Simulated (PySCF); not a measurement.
How methods differ on the excitation energy of Au

Au [Xe] 4f14 5d10 6s1 (2S) → Au [Xe] 4f14 5d9 6s2 (2D), as a difference of total energies. Computed with PySCF 2.14 in aug-cc-pVTZ-PP with one added diffuse shell each of s, p, d, f, g type with ECP60MDF (7s7p6d4f3g, 113 functions), with scalar relativity through the core potential. Correlated levels: valence: 5s2 5p6 frozen. The calculations carry no spin-orbit coupling.

```
           method  excitation energy (eV)  error (eV)
              UHF                   1.714      -0.031
              LDA                   1.693      -0.052
              PBE                   1.718      -0.027
             PBE0                   1.799      +0.054
           r2SCAN                   1.642      -0.103
          r2SCANh                   1.669      -0.076
          wB97X-V                   1.832      +0.087
          r2SCAN0                   1.707      -0.038
    MP2 (valence)                   1.926      +0.181
SCS-MP2 (valence)                   1.798      +0.053
```

Reference: 1.745 eV (measured; NIST levels, between the centres of gravity of the two terms).

Errors of the correlated levels include the incompleteness of this basis and the frozen core.
